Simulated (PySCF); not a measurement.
# How methods differ on the ionisation energy of Ge²⁸⁺

Ge²⁸⁺ [He] 2s2 (1S) → Ge²⁹⁺ [He] 2s1 (2S), as a difference of total energies. Computed with PySCF 2.14 in an even-tempered Gaussian basis (17 s from 8.7 bohr⁻², ratio 2.2; 8 p from 13 bohr⁻², ratio 2.4; 6 d from 40 bohr⁻², ratio 2.4; 5 f from 61 bohr⁻², ratio 2.4; 4 g from 91 bohr⁻², ratio 2.4), with no relativity, point nucleus. Correlated levels: nothing frozen; virtual orbitals above 40 to 60 times the deepest correlated orbital energy dropped. The calculations carry no spin-orbit coupling.

| method | ionisation energy (eV) |
| --- | --- |
| UHF | 3018.0 |
| LDA | 3016.8 |
| PBE | 3021.8 |
| PBE0 | 3021.2 |
| r2SCAN | 3017.6 |
| r2SCANh | 3017.8 |
| TPSSh | 3021.3 |
| MP2 (all electrons) | 3023.9 |
| SCS-MP2 (all electrons) | 3025.0 |

Task: How much does correlation contribute at MP2 (all electrons)?

Result: 3023.9 − (3018.0) = 5.9 eV, measured against UHF.

The gap to the reference is mostly relativistic.

For comparison: 3074 ± 3 eV (semi-empirical (NIST evaluation); NIST Atomic Spectra Database, ionization energies).
